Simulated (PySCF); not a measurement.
A small calculation by hand: oscillator strength and radiative lifetime

C4H5NSi, SMILES N#CC1=CC[SiH2]1.

The structure is a stationary point at B3LYP-D3(BJ)/def2-SVP. This is a generated structure with no PubChem entry under its InChIKey; it may be hypothetical.

TDA-B3LYP/def2-SVPD run with PySCF puts the first singlet state with f over 0.02 at 6.01 eV (vertical), with the transition dipole (0.684, 0.944, 0.000) in atomic units.

Find the oscillator strength, the wavelength and the radiative lifetime that this transition would have in vacuum if emission retraced absorption.


|μ|² = 1.3590 au, so |μ| = 2.96 D. ΔE = 6.01/27.211 = 0.2209 hartree. f = (2/3) ΔE |μ|² = 0.200 (the program prints 0.200).
λ = 1239.84/6.01 = 206 nm; ν = 48474 cm⁻¹.
Einstein's coefficient A = 0.6670 ν² f s⁻¹ (ν in cm⁻¹) = 3.1e8 s⁻¹, so τ = 1/A = 3.2 ns. This state is S3; the lower singlets have f = 0.001, 0.000. The figure is the radiative limit of this one transition; relaxation, internal conversion, crossing to triplets and a medium change what is measured.
